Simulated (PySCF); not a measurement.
## Correlation energy of Xe (xenon, neutral)

[Xe], closed-shell 1S. Computed with PySCF 2.14 in cc-pVDZ-PP with ECP28MDF, with scalar relativity through the core potential. Frozen: 4s2 4p6 4d10; 8 electrons correlated.

MP2 pair energies summed by pair of shells (mhartree):

```csv
pair,energy,share (%)
5p-5p,-81.37,81.9
5s-5p,-14.07,14.2
5s-5s,-3.90,3.9
```

Total MP2 correlation energy: -99.34 mhartree.

Same-spin part -27.90 and opposite-spin part -71.44 mhartree; SCS-MP2 scales them by 1/3 and 6/5 to -95.03 mhartree.

```csv
level,correlation energy (mhartree)
CCSD,-108.20
(T),-0.69
CCSD(T),-108.89
```

Diagnostics: T1 = 0.0028, D1 = 0.0062, largest double amplitude 0.048.

Cost of the coupled-cluster step: 0.04 s of wall time on 1 thread of AMD EPYC 9R45 96-Core Processor (shared host), for 8 correlated electrons.
